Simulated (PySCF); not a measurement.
Computed IR spectrum (relative IR intensity) of a molecule C7H15, multiplicity 2. Geometry optimised at PBE-D3(BJ)/def2-SVP. The values are those of a single conformer. Computed with PBE-D3(BJ)/def2-SVP (PySCF). Frequencies are harmonic and unscaled.

Lines under 2 % of the strongest are left out, and lines within 2 cm⁻¹ are merged.

ν (cm⁻¹): 256 (vw), 388 (w), 421 (w), 507 (m), 721 (w), 871 (vw), 896 (vw), 1089 (vw), 1132 (vw), 1196 (vw), 1319 (w), 1352 (w), 1357 (w), 1393 (w), 1401 (w), 1420 (w), 1434 (w), 2876 (m), 2926 (m), 2940 (w), 2958 (vs), 2963 (s), 2975 (m), 2985 (w), 2998 (vw), 3012 (vs), 3042 (m), 3047 (s), 3057 (m), 3093 (m) (against the strongest line: vs over 80 %, s over 45 %, m over 15 %, w over 4 %, vw less)

**Question.** Which molecule gave these data?
(A) CCC[CH]CCC
(B) CC[CH]CCCC
(C) [CH2]CCCCCC
(D) C[CH]CCCCC

**Answer.** D, C[CH]CCCCC
